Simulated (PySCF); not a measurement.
H4O4Re, SMILES [OH][Re]([OH])([OH])[OH] (connectivity only; charge and spin as stated), neutral, multiplicity 4.

Geometry: PBE-D3(BJ)/def2-SVP. The spin state was assumed, not searched. The def2 effective core potentials stand for the cores of Re; spin–orbit coupling is left out. The values are those of a single conformer.

Computed with PySCF with PBE-D3(BJ)/def2-SVP.

Frequencies are harmonic and unscaled.

Estimate the vibrational spectrum. (Estimate from the structure and the level; the computed values follow.)


```csv
mode,ν (cm⁻¹),IR (km/mol),moving atoms (share of kinetic energy)
1,66,2.8,"O 83 %, H 14 %"
2,108,2.3,"O 74 %, Re 15 %, H 11 %"
3,140,3.1,"O 73 %, Re 14 %, H 13 %"
4,217,2.7,"O 83 %, H 14 %"
5,235,15.7,"O 74 %, H 17 %, Re 9 %"
6,384,43.9,"H 87 %, O 13 %"
7,406,45.9,H 93 %
8,439,161.7,"H 87 %, O 13 %"
9,523,124.0,"H 76 %, O 22 %"
10,591,6.1,"O 84 %, H 13 %"
11,620,118.3,"O 84 %, Re 11 %"
12,659,148.4,"O 82 %, Re 13 %"
13,676,22.6,O 94 %
14,726,123.9,"H 88 %, O 11 %"
15,774,94.2,"H 85 %, O 14 %"
16,807,158.4,"H 91 %, O 9 %"
17,832,105.9,"H 89 %, O 10 %"
18,3583,60.3,H 94 %
19,3633,58.7,H 94 %
20,3659,71.0,H 94 %
21,3685,96.3,H 94 %
```
